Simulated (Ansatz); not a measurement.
Start from `N#COC=O` and change one atom or group to get `N#C[O][GaH2]`.

Ansatz, PBE0-D4/def2-TZVP geometries, multiplicity 1. Each molecule was computed in one conformer, which needn't be the lowest.

Scalar relativity is left out up to krypton.

| property | `N#COC=O` |
| --- | --- |
| zero-point energy (PBE0-D4/def2-TZVP) / kJ/mol | 84.4 |
| size of the dipole moment (B3LYP/def2-TZVPP) / D | 4.35 |
| HOMO energy (B3LYP/def2-TZVPP) / eV | -9.27 |
| HOMO energy (PBE0/def2-TZVPP) / eV | -9.51 |
| HOMO energy (PBE/def2-TZVPP) / eV | -8.13 |
| LUMO energy (ωB97M-V/def2-TZVPP) / eV | 0.64 |

(1) What does the change do to each property? (An estimate is asked.)

Results:

(1) The calculation gave: 
```json
{"property": "zero-point energy (PBE0-D4/def2-TZVP) / kJ/mol", "`N#C[O][GaH2]`": "68.7", "shift": "-15.7"}
{"property": "size of the dipole moment (B3LYP/def2-TZVPP) / D", "`N#C[O][GaH2]`": "5.84", "shift": "1.49"}
{"property": "HOMO energy (B3LYP/def2-TZVPP) / eV", "`N#C[O][GaH2]`": "-7.99", "shift": "1.28"}
{"property": "HOMO energy (PBE0/def2-TZVPP) / eV", "`N#C[O][GaH2]`": "-8.22", "shift": "1.29"}
{"property": "HOMO energy (PBE/def2-TZVPP) / eV", "`N#C[O][GaH2]`": "-6.89", "shift": "1.24"}
{"property": "LUMO energy (ωB97M-V/def2-TZVPP) / eV", "`N#C[O][GaH2]`": "-0.67", "shift": "-1.31"}
```

With PBE0 the HOMO rises by 1.29 eV and the LUMO falls by 0.66 eV, so the gap narrows by about 1.95 eV. PBE moves the HOMO by 1.24 eV and ωB97M-V by 1.28 eV. Dipoles are sizes alone; their direction can turn.

B3LYP here is the variant with VWN-RPA as its local correlation; programs differ in this.
